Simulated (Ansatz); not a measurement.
Compare A (`B/C=C(/B)N`) with its isomer B (`NBC1BC1`).

Computed with Ansatz on PBE0-D4/def2-TZVP structures; ΔE is electronic, products minus reactants. CBS: MP2 limit from def2 TZ/QZ plus the TZ coupled-cluster correction, frozen cores. DFT in def2-TZVPP. B3LYP here is the variant with VWN-RPA as its local correlation; programs differ in this. Each species was taken in one conformer, which may not be the lowest.

(1) Which isomer does CCSD(T)/CBS put lower? Give the gap. (An estimate is asked.)

(2) Give E(B) − E(A) in kcal/mol with PBE-D4, B3LYP, CCSD/def2-TZVPP, B3LYP-D4, B2PLYP, PBE0-D4, HF/def2-TZVPP. (Estimate.)

Largest T1 diagnostic: 0.014.

Results:

(1) Computed: B, by 30.6 kcal/mol.

(2) Ansatz gave: PBE-D4 -28.9, B3LYP -26.8, CCSD/def2-TZVPP -30.9, B3LYP-D4 -26.1, B2PLYP -28.1, PBE0-D4 -31.6, HF/def2-TZVPP -26.3. None reverses the order clearly.

In def2-TZVPP, CCSD(T) changes the Hartree–Fock value by −3.6 kcal/mol (the triples alone add +1.0 kcal/mol) and MP2 by −5.7 kcal/mol. From PBE to PBE0 (25 % exact exchange), in def2-TZVPP and without D4, E(B) − E(A) moves by −2.6 kcal/mol.
